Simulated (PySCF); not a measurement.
A structure optimised at PBE-D3(BJ)/def2-SVP, used in a PySCF frequency run:

```
C
C 1 1.4184
N 2 1.3363 1 122.47
C 3 1.3432 2 116.47 1 0.00
N 4 1.3432 3 126.82 2 0.00
C 5 1.3363 4 116.47 3 0.00
H 2 1.1045 3 117.60 4 180.00
H 6 1.1045 5 117.60 4 180.00
H 4 1.1052 3 116.59 2 180.00
C 1 1.4237 2 122.35 7 0.00
C 10 1.2256 2 151.23 7 0.00
H 11 1.0813 2 160.63 7 0.00
```
Charge 0, spin multiplicity 1.

### Question
Write its SMILES, formula and point group.

### Answer
C#Cc1cncnc1, C6H4N2, C2v

### Question
What are its rotational constants (standard atomic weights)?

### Answer
5.9840, 1.5510, 1.2318 GHz
